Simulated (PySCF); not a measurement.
Circular dichroism: SMILES N[C@@H]1CCOC[C@@H]1F, C₅H₁₀FNO

Geometry:
| atom | x (Å) | y (Å) | z (Å) |
| --- | --- | --- | --- |
| N1 | 1.685 | 0.047 | -0.553 |
| C2 | 0.832 | 0.122 | 0.616 |
| C3 | -0.006 | -1.151 | 0.751 |
| C4 | -1.000 | -1.268 | -0.394 |
| O5 | -1.828 | -0.131 | -0.464 |
| C6 | -1.101 | 1.044 | -0.699 |
| C7 | -0.127 | 1.293 | 0.441 |
| F8 | 0.591 | 2.444 | 0.182 |
| H9 | 2.159 | 0.939 | -0.685 |
| H10 | 2.405 | -0.659 | -0.427 |
| H11 | 1.393 | 0.288 | 1.560 |
| H12 | 0.653 | -2.035 | 0.779 |
| H13 | -0.554 | -1.128 | 1.707 |
| H14 | -0.456 | -1.404 | -1.348 |
| H15 | -1.666 | -2.131 | -0.249 |
| H16 | -1.821 | 1.873 | -0.769 |
| H17 | -0.533 | 0.988 | -1.646 |
| H18 | -0.691 | 1.445 | 1.378 |

Computed, not measured: PySCF 2.14.0, TDDFT CAM-B3LYP/def2-SVPD circular dichroism and optical rotation, one conformer, gas phase. Geometry: PBE0-D3(BJ)/def2-SVP.

The molecule is flexible and this is one conformer; a measurement averages over conformers.

(1) Assign R or S to each stereocentre.

(2) Which excitations and rotatory strengths does the calculation give?

Results:

(1) C2 R, C7 R.

(2) Rotatory strengths R in 10⁻⁴⁰ esu² cm², velocity form and length form (origin at the centre of mass); f in length form.
| state | E (eV) | λ (nm) | f | R (velocity) | R (length) | main |
| --- | --- | --- | --- | --- | --- | --- |
| 1 | 6.51 | 191 | 0.007 | +0.3 | -0.1 | HOMO→LUMO 0.73 |
| 2 | 7.28 | 170 | 0.006 | -9.6 | -9.4 | HOMO→LUMO+3 0.23, HOMO−1→LUMO 0.22 |
| 3 | 7.39 | 168 | 0.008 | -0.8 | -0.9 | HOMO→LUMO+1 0.52, HOMO→LUMO+2 0.32 |
| 4 | 7.58 | 163 | 0.003 | -4.1 | -3.9 | HOMO→LUMO+2 0.39, HOMO→LUMO+3 0.19 |
| 5 | 7.97 | 156 | 0.018 | +24.6 | +25.1 | HOMO→LUMO+4 0.57, HOMO−1→LUMO 0.10 |
| 6 | 8.19 | 151 | 0.023 | +10.4 | +10.5 | HOMO−1→LUMO+1 0.36, HOMO→LUMO+4 0.13 |
| 7 | 8.22 | 151 | 0.006 | +2.0 | +0.7 | HOMO−1→LUMO 0.37, HOMO→LUMO+3 0.37 |
| 8 | 8.31 | 149 | 0.103 | -16.8 | -16.3 | HOMO−1→LUMO+2 0.38, HOMO→LUMO+6 0.24 |

For state 1 the two forms differ in sign, so the sign of R isn't settled.

Among the states computed, the strongest CD band (largest |R|) is state 5. The largest dissymmetry factor in size, g = 4R/(D+G), with D and G the electric and magnetic dipole strengths, is -0.018 for state 2 (velocity form, f = 0.006), among bands with |R| over 0.5. The mirror image has the same energies and oscillator strengths and all R with the opposite sign.
